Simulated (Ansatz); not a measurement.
Molecule: CH3Br2Ga, net charge 0, singlet state. SMILES: [CH3][Ga]([Br])[Br]
Geometry: optimised at B3LYP-D3(BJ)/def2-TZVP (Ansatz, an electronic-structure program).

Property: vertical ionisation energy (to the doublet state of charge +1; each state is the SCF solution reached for its spin), in eV. Correlated levels leave the core frozen unless marked. Open shells are spin-unrestricted. No spin-orbit coupling. The frozen core is the preceding noble-gas configuration, with the filled d and f shells of earlier blocks. Non-relativistic. Basis-set limits of correlation are two-point, X^-3; Hartree-Fock from the larger set. The bracket is a focal-point correction in the basis named.

```
level                                                          program  vertical ionisation energy (eV)
-------------------------------------------------------------  -------  -------------------------------
PBE0/def2-TZVPD                                                 Ansatz                              [?]
SCS-MP2/aug-cc-pVDZ                                             Ansatz                            10.61
CCSD/aug-cc-pVTZ                                                Ansatz                              [?]
RI-MP2/CBS(aug-cc-pVTZ,aug-cc-pVQZ)+[CCSD(T)-MP2]/aug-cc-pVTZ   Ansatz                            10.76
```

Question: Fill in the missing entries.

Answer: 
- PBE0/def2-TZVPD, vertical ionisation energy (eV): 10.24
- CCSD/aug-cc-pVTZ, vertical ionisation energy (eV): 10.59
